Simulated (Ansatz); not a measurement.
Start from `F[C](F)(F)[GeH3]` and change one atom or group to get `C=CC(F)(F)F`.

Ansatz, PBE0-D4/def2-TZVP geometries, multiplicity 1. 

Scalar relativity is left out up to krypton.

| property | `F[C](F)(F)[GeH3]` |
| --- | --- |
| LUMO energy (PBE0/def2-TZVPP) / eV | 0.43 |
| HOMO energy (ωB97M-V/def2-TZVPP) / eV | -11.62 |
| HOMO–LUMO gap (PBE0/def2-TZVPP) / eV | 9.79 |
| HOMO energy (PBE/def2-TZVPP) / eV | -7.85 |
| HOMO energy (PBE0/def2-TZVPP) / eV | -9.36 |
| HOMO–LUMO gap (PBE/def2-TZVPP) / eV | 7.47 |

What does the change do to each property? (Best estimate.)

Computed: 
| property | `C=CC(F)(F)F` | shift |
| --- | --- | --- |
| LUMO energy (PBE0/def2-TZVPP) / eV | -0.81 | -1.24 |
| HOMO energy (ωB97M-V/def2-TZVPP) / eV | -11.10 | 0.52 |
| HOMO–LUMO gap (PBE0/def2-TZVPP) / eV | 7.99 | -1.80 |
| HOMO energy (PBE/def2-TZVPP) / eV | -7.55 | 0.30 |
| HOMO energy (PBE0/def2-TZVPP) / eV | -8.79 | 0.57 |
| HOMO–LUMO gap (PBE/def2-TZVPP) / eV | 5.71 | -1.76 |

With PBE0 the HOMO rises by 0.57 eV and the LUMO falls by 1.24 eV, so the gap narrows by about 1.81 eV. PBE moves the HOMO by 0.30 eV and ωB97M-V by 0.52 eV. The zero-point energy changes by 53.6 kJ/mol with +3 modes.
